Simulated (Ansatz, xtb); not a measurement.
Isomers of C5H7NO in order of energy

6 gas-phase structures of C5H7NO, from a drawn sample of its isomers (lower ones may exist). Each was relaxed with GFN2-xTB:

A. `NC1=CC=C(O)C1`, a singlet
B. `NC1=CCC(O)=C1`, a singlet
C. `NC1=C(O)CC=C1`, a singlet
D. `N[C@@H]1C=CC(O)=C1`, a singlet
E. `NC1=CCC=C1O`, a singlet
F. `NC1=CC(O)=CC1`, a singlet

**Question.** Make a reasoned guess at their ranking by r2SCAN-D4/def2-SVP single-point energy.

**Answer.** Calculated order at r2SCAN-D4/def2-SVP: F (0.0), B (1.1), E (2.6), A (5.8), C (6.9), D (15.3) kcal/mol.

Energies above the lowest of each column, in kcal/mol; the last columns are at B3LYP/def2-SVP geometries and were run for some of them only (a dash: not run or not comparable):

| structure | GFN2-xTB | HF/STO-3G | r2SCAN-D4/def2-SVP | B3LYP/def2-SVP | CCSD(T)/def2-SVP + ΔMP2/def2-TZVPP |
| --- | --- | --- | --- | --- | --- |
| F | 0.0 | 0.1 | 0.0 | 0.0 | 0.0 |
| B | 0.7 | 0.0 | 1.1 | 1.1 | 0.6 |
| E | 2.9 | 2.2 | 2.6 | 2.2 | 0.4 |
| A | 2.6 | 2.6 | 5.8 | 5.4 | 4.3 |
| C | 5.0 | 4.4 | 6.9 | 6.4 | 4.1 |
| D | 14.9 | 10.3 | 15.3 | – | – |

Every level run on F puts it lowest or level with the lowest. CCSD(T)/def2-SVP + ΔMP2/def2-TZVPP orders those it was run on as F (0.0), E (0.4), B (0.6), C (4.1), A (4.3) kcal/mol. Less than 1 kcal/mol parts F and E; E and B; C and A, so the order within those pairs means little. Some further structures that were screened fall inside this span and aren't listed. Flexible structures stand in one conformer each, not always the lowest. Frequencies (GFN2-xTB) were run for A, B, C, E, F alone. ΔMP2 is the change of the MP2 energy from the smaller to the larger basis.

Over these structures GFN2-xTB departs from r2SCAN-D4/def2-SVP by 1.1 kcal/mol on average once a common shift is removed. A GFN2-xTB relaxation took about 0.21 s and the r2SCAN-D4/def2-SVP energy about 5.4 s on a shared host (Ansatz 0.2.0, xtb 6.7.1).
